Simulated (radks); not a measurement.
Polarisability of the ruthenium ion Ru6+, [Kr] 4d2, at imaginary frequency. Calculated with a radial shooting solver on a logarithmic mesh with Libxc functionals: scalar-relativistic Kohn-Sham, LDA (Slater exchange, VWN5 correlation), spin-polarised, spherical densities, finite nucleus; open shells are filled with parallel spins first (spin-orbit coupling, left out, can overturn this in heavy ions); Fermi nuclear charge, rms radius 4.4809 fm. Response by self-consistent Sternheimer equations with the Hartree and adiabatic LDA kernel, the relativistic mass of each level held fixed and spin-orbit coupling left out.

| w (hartree) | alpha1(iw) (bohr^3) |
|---|---|
| 0.00266 | 1.902 |
| 0.0143 | 1.902 |
| 0.0360 | 1.902 |
| 0.0697 | 1.900 |
| 0.118 | 1.895 |
| 0.186 | 1.884 |
| 0.280 | 1.861 |
| 0.413 | 1.815 |
| 0.605 | 1.728 |
| 0.892 | 1.569 |
| 1.35 | 1.302 |
| 2.12 | 0.9194 |
| 3.59 | 0.5027 |
| 6.94 | 0.1983 |
| 17.5 | 0.05197 |

Static values: alpha1 = 1.902 bohr^3 (0.2819 angstrom^3; uncoupled 2.867). C6 = 5.650, triple-dipole C9 = 7.775 atomic units. One-pole (London) frequency 4 C6 / (3 alpha1^2) = 2.082 hartree, against 3.132 for minus the highest occupied eigenvalue.
